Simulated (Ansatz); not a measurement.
The cluster La2F6, relaxed as a singlet with RKS PBE0-D4/def2-SVP in Ansatz, starting from the GFN1-xTB geometry. Force threshold 0.02 eV/Å.

In the def2 sets La takes a core potential; there is no spin–orbit coupling. The relaxation made no stability test and no search for a lower SCF solution. No other spin state of charge 0 was run. The structure comes from a short search, and lower isomers may exist.

Start:

Cartesian coordinates in Å:
```
La 1.446 -0.320 0.685
La -0.707 -0.337 0.015
F -1.734 0.728 -1.520
F 1.450 1.166 1.399
F -1.618 -0.341 1.375
F -0.677 -1.774 -0.731
F 2.106 -0.318 -0.835
F -0.265 1.195 -0.389
```

(1) Estimate the energy that the relaxation releases and the steps that it takes.

(2) Does the start keep its bonding?

(3) Predict the relaxed structure.

Results:

(1) 3879.4 kJ/mol, in 20 steps; 73 s on 4 threads of Arm Neoverse V1 on a shared host. The force fell under the threshold at step 17, but the optimiser went on and released 0.002 eV more. No frequencies were taken in this run, so the end may be a saddle point.

(2) Bonds lost: La2–F4, La2–F7 (atoms count from 1). The end is the same structure that another start reached, the lowest one found.

(3) 
```xyz
8

La    1.9075   -0.0328    0.2267
La   -1.9070    0.0370   -0.2307
F    -2.8159   -0.0819   -2.1624
F     2.8000    0.0679    2.1667
F    -3.2301    0.1880    1.4419
F    -0.0363   -1.3516    0.0889
F     3.2459   -0.1832   -1.4335
F     0.0360    1.3566   -0.0977
```
Bond lengths (bridged metal pairs left out): 8 × F–La 2.14 to 2.35 Å.
